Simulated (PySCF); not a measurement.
# Br²⁺: ionisation energy

Br²⁺ [Ar] 3d10 4s2 4p3 (4S) → Br³⁺ [Ar] 3d10 4s2 4p2 (3P), as a difference of total energies. All numbers are calculated (PySCF 2.14, a scalar-relativistic core potential, in aug-cc-pVQZ-PP with one added diffuse shell each of s, p, d, f, g type with ECP10MDF (8s7p6d4f3g, 114 functions)). Correlated levels: valence: 3s2 3p6 3d10 frozen. The calculations carry no spin-orbit coupling.

| method | ionisation energy (eV) |
| --- | --- |
| UHF | 34.633 |
| LDA | 35.182 |
| PBE | 35.012 |
| PBE0 | 35.147 |
| r2SCAN | 35.389 |
| r2SCAN0 | 35.406 |
| B97-3 | 34.942 |
| BHandHLYP | 35.010 |
| MP2 (valence) | 35.208 |
| SCS-MP2 (valence) | 35.048 |

How much does correlation contribute at MP2 (valence)?

35.208 − (34.633) = 0.575 eV, measured against UHF.

The reference lies between the lowest fine-structure levels, while these numbers refer to the centres of the terms.

Errors of the correlated levels include the incompleteness of this basis and the frozen core.

For comparison: 34.871 ± 0.019 eV (measured; NIST Atomic Spectra Database, ionization energies).
